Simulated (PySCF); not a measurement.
C3H6OSi.
Cartesian coordinates in Å at the PBE0-D3(BJ)/def2-SVP level; atoms count from 1:
```xyz
11
C3H6OSi angstrom
C     -1.5928    0.6945   -0.1706
C     -1.2176   -0.5888   -0.1711
C      0.1873   -1.0304   -0.0085
O      0.4658   -2.2122    0.0094
Si     1.6323    0.2611    0.1951
H     -0.8653    1.5055   -0.0547
H     -2.6389    0.9902   -0.2843
H     -1.9442   -1.4011   -0.2876
H      1.4584    1.0349    1.4634
H      2.9008   -0.5152    0.2366
H      1.6569    1.2312   -0.9432
```

Jobs on this species (11 atoms, 46 electrons) with PySCF (density fitting). Hardware of each: an Arm Neoverse V1 with one thread, shared host. Times come from a shared host and carry two figures at best. Peak memory is the resident size of the whole Python process, interpreter and libraries included.

| level and settings | work | basis functions | SCF cycles | wall time | peak memory |
| --- | --- | --- | --- | --- | --- |
| delta-SCF UKS SCAN, pcX-2 on the ionised atom, pcseg-1 elsewhere, spin-free X2C | ΔSCF core ionisation, 6 holes | 146 | ? | ? | ? |
| delta-SCF UKS SCAN, pcX-2 on the ionised atom, pcseg-1 elsewhere, non-relativistic | ΔSCF core ionisation, 6 holes | 146 | ? | ? | ? |
| delta-SCF UKS B3LYP, pcX-2 on the ionised atom, pcseg-1 elsewhere, spin-free X2C | ΔSCF core ionisation, 6 holes | 146 | 97 | 39 s | 0.58 GiB |
| delta-SCF UKS PBE0, pcX-2 on the ionised atom, pcseg-1 elsewhere, spin-free X2C | ΔSCF core ionisation, 6 holes | 146 | 95 | 37 s | 0.61 GiB |
| delta-SCF UKS SCAN, def2-TZVP on the ionised atom, pcseg-1 elsewhere, spin-free X2C | ΔSCF core ionisation, 6 holes | 123 | 107 | 32 s | 0.54 GiB |
| delta-SCF UKS SCAN, pcX-1 on the ionised atom, pcseg-1 elsewhere, spin-free X2C | ΔSCF core ionisation, 6 holes | 126 | 108 | 28 s | 0.54 GiB |
| delta-SCF UKS PBE, pcX-2 on the ionised atom, pcseg-1 elsewhere, spin-free X2C | ΔSCF core ionisation, 6 holes | 146 | 103 | 20 s | 0.54 GiB |
| PBE0-D3(BJ)/def2-SVP, grid level 1 | geometry optimisation from a GFN2-xTB start shaken at random | 104 | 57 | 31 s | 0.43 GiB |

Problem. Fill in the missing figures.

Solution. 
- delta-SCF UKS SCAN, pcX-2 on the ionised atom, pcseg-1 elsewhere, spin-free X2C; ΔSCF core ionisation, 6 holes: 36 s, 0.46 GiB, 111 SCF cycles
- delta-SCF UKS SCAN, pcX-2 on the ionised atom, pcseg-1 elsewhere, non-relativistic; ΔSCF core ionisation, 6 holes: 34 s, 0.54 GiB, 108 SCF cycles

Problem. What do all jobs in the table cost together?

Solution. About 4.3 min; the longest takes about 15 % of that, and about 1.9 times as long as the shortest.
